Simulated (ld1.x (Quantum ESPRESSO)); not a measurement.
## Before and after: ultrasoft potential for lead (Pb)

- Element: lead (Pb)
- Generator: ld1.x (Quantum ESPRESSO) 7.5
- Type: ultrasoft
- Functional: PBEsol
- Relativity: fully relativistic
- Frozen core: [Xe] 4f14
- Valence charge: 14
- Reference configuration: 5d10 6s1.75 6p2.25
- Partial waves: 6s (bound): rcut 1.85, rcutus 1.95 bohr; 6s channel at -0.4 Ry: rcut 1.85, rcutus 1.95 bohr; 6p (bound): rcut 1.75, rcutus 2.45 bohr; 6p channel at 0.25 Ry: rcut 1.75, rcutus 2.45 bohr; 5d (bound): rcut 1.20, rcutus 1.50 bohr; 5d channel at -1.25 Ry: rcut 1.20, rcutus 1.50 bohr
- Local potential: all-electron potential smoothed inside 1.85 bohr (lloc = -2)
- Core correction: Bessel-smoothed model core, default radius (core density twice the valence density)
- Augmentation charge: PSQ, inside the norm-conserving radii

Open shells are filled in proportion to 2j + 1 (rel_dist='average').

Change: waves 6p (bound): rcut 1.75, rcutus 2.92 bohr; 6p channel at 0.25 Ry: rcut 1.75, rcutus 2.92 bohr.

Cutoffs: the cutoffs (Ry, on a coarse ladder) from which the occupation-weighted sum of valence levels, in a spherical-Bessel basis at the reference potential, stays within 10 and 1 mRy of its value at 400 Ry; they do not see the model core or the augmentation charge, which bear on the density cutoff. Errors are all-electron minus pseudo energies relative to the spin-unpolarised reference configuration.

Task: Predict the effect on cutoff, ghosts and configuration errors.

Result: The potential gets neither clearly harder nor softer (50 Ry and 90 Ry → 50 Ry and 90 Ry); of the 7 tests that both files solve, the error grows in 0 and shrinks in 4 by more than 15 % and 0.3 meV (median size 2.7 → 2.7 meV); neither file shows a bound ghost. That the errors move this way runs against the usual rule that smaller radii transfer better.

| quantity | base | changed |
| --- | --- | --- |
| cutoff, loose | 50 Ry | 50 Ry |
| cutoff, tight | 90 Ry | 90 Ry |
| bound ghosts | none | none |
| error for 5d10 6s2 6p2, meV [ΔE -2.12 eV] | -0.1 | -0.1 |
| error for 5d10 6s2 6p1, meV [ΔE 4.61 eV] | -1.2 | -0.8 |
| error for 5d10 6s2 6p0, meV [ΔE 18.21 eV] | -12 | -7.9 |
| error for 5d9 6s2 6p3, meV [ΔE 16.95 eV] | -35 | -29 |
| error for 5d10 6s1 6p2, meV [ΔE 14.01 eV] | -2.7 | -2.7 |
| error for 5d10 6s1 6p0, meV [ΔE 50.69 eV] | -48 | -40 |
| error for 5d10 6s2 6p2.3, meV [ΔE -2.95 eV] | -0.2 | -0.2 |
| lowest overlap eigenvalue by channel | s 0.46, p1/2 0.52, p3/2 0.53, d3/2 0.94, d5/2 0.94 | s 0.46, p1/2 0.55, p3/2 0.52, d3/2 0.94, d5/2 0.94 |
